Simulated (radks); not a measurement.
Values are calculated unless marked as measured or tabulated.
Q: The mean radii <r> (bohr) of the occupied orbitals of an atom or ion are listed with their occupations. Code: a radial shooting solver on a logarithmic mesh with Libxc functionals. Model: scalar-relativistic Kohn-Sham, SCAN, spin-polarised, spherical densities, finite nucleus; meta-GGA in the generalised Kohn-Sham scheme; Fermi nuclear charge, rms radius of each element as measured or else 0.836 A^(1/3) + 0.57 fm.

| orbital | occ. | <r> |
|---|---|---|
| 1s up | 1 | 0.08575 |
| 1s down | 1 | 0.08573 |
| 2s up | 1 | 0.4113 |
| 2s down | 1 | 0.4112 |
| 2p up | 3 | 0.3742 |
| 2p down | 3 | 0.3742 |
| 3s up | 1 | 1.254 |
| 3s down | 1 | 1.263 |
| 3p up | 2 | 1.330 |

Name the element and its charge. Open shells, if any, are filled with parallel spins first.

A: Z = 18, argon, charge +4: Ar4+ in [Ne] 3s2 3p2. The 1s radius gives Z: for a bare nucleus <r> = (2 gamma + 1)/(2Z) with gamma = sqrt(1 - (Z/c)^2), 0.08285 bohr for Z = 18, and screening makes it slightly larger (0.08575 here). The occupations add up to 14, and the charge is Z minus that.
